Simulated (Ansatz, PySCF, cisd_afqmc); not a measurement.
Species: GaCl, charge 0, singlet. GaCl (SMILES [Cl][Ga]).
B3LYP-D3(BJ)/def2-TZVP minimum from Ansatz (an electronic-structure program):
```xyz
2

Ga     0.0000     0.0000    -0.7929
Cl     0.0000     0.0000     1.4460
```
Charge 0, spin multiplicity 1.

Atomisation energy term by term, kcal/mol (programs: Ansatz, cisd_afqmc). Open shells are spin-unrestricted; no spin-orbit coupling. Correlated methods leave the cores frozen (noble-gas shells, and filled d and f shells in the p block). No relativity. AFQMC is phaseless with a CISD trial state; ± is one standard error, without the phaseless bias. Outlying blocks are dropped, and bars are widened where a walk drifts. Over all cases where full CI ran beside it in this data, AFQMC minus full CI had a median of +0.1 mEh and passed +0.4 mEh in a tenth of the cases. CBS(X,Y): correlation extrapolated as X^-3, Hartree-Fock from the larger set. A bracket is a step between two methods taken in the basis named. Where a partner has so few electrons that a lower coupled-cluster level is exact, that level stands in.

```tsv
term	basis	kcal/mol
Hartree-Fock	def2-QZVPP	83.49
CCSD correlation	CBS(def2-TZVPP,def2-QZVPP)	26.37
(T)	CBS(def2-TZVPP,def2-QZVPP)	3.29
CCSDT(Q) - CCSD(T)	def2-QZVPP	0.02
CCSDTQ - CCSDT(Q)	def2-SVP	-0.02
minus zero-point energy	Hessian by PySCF at B3LYP-D3(BJ)/def2-TZVP	-0.50
sum: D0		112.6
```

The step beyond CCSD(T) by other levels: CCSDTQ in def2-SVP 0.25; AFQMC/CISD in def2-SVP 0.29 ± 0.15; CCSDT(Q) in def2-SVP 0.28; CCSDT(Q) in def2-TZVPP 0.06 kcal/mol.
